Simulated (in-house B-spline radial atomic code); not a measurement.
wB97X excitations of the aluminium ion Al⁺

Method: wB97X. Computed with a B-spline radial code for spherical atoms: linear response of the closed shell [Ne] 3s2 with the functional's adiabatic kernel; scalar-relativistic (spin-free one-electron X2C), finite nucleus, no spin-orbit coupling, no double excitations, S, P, D and F terms only.

Command:
```bash
python run_td.py task.json out
```
Settings (radii: box in bohr, nucleus in fm):
```
Z                        13
electrons                12
configuration            [Ne] 3s2
hamiltonian              x2c
method                   wb97x
box_radius               41.61
rms_radius               3.061
intervals                76
```

Cost of the run: 0.7 s on 1 thread of Intel(R) Xeon(R) Platinum 8488C (Sapphire Rapids), with other jobs on the host.

The lowest states, in the order of their Tamm-Dancoff energies; the method's threshold (minus the highest occupied level) is 18.039 eV. Labels give the largest channel, * marks a mixed state, and oscillator strengths are full-response dipole values. Measured ¹D terms are left out, since they can mix with doubly excited terms. Semilocal kernels can invert the small singlet-triplet splittings of Rydberg terms. Energies in eV:

```
     state  full response  Tamm-Dancoff  oscillator strength  measured (J-weighted term)
3s → 3p 3P          4.621         4.791                    -                       4.651
3s → 3p 1P          7.388         7.705                 1.76                       7.421
3s → 4s 3S              ?             ?                    -                           ?
3s → 4s 1S         11.587        11.607                    -                      11.822
3s → 3d 3D         11.769        11.793                    -                      11.847
3s → 3d 1D         11.955        11.968                    -                           -
3s → 4p 3P         12.418        12.435                    -                      13.075
3s → 4p 1P         12.969        13.010              0.00336                      13.257
3s → 5s 3S         14.294        14.295                    -                      14.890
3s → 4d 3D              ?             ?                    -                           ?
```

Where does 3s → 4d 3D lie?

At 14.357 eV in full response, 14.365 eV in Tamm-Dancoff; measured 15.062 eV.

Where does 3s → 4s 3S lie?

At 11.050 eV in full response, 11.063 eV in Tamm-Dancoff; measured 11.317 eV.

How large is the singlet-triplet splitting of 3s → 3p (P terms) in Tamm-Dancoff?

2.91 eV, from the unrounded values.

What polarisabilities and dispersion coefficient does the method give?

Dipole 24.29 bohr³, quadrupole 120.9 bohr⁵, C6 123.5 hartree·bohr⁶ for two such species.
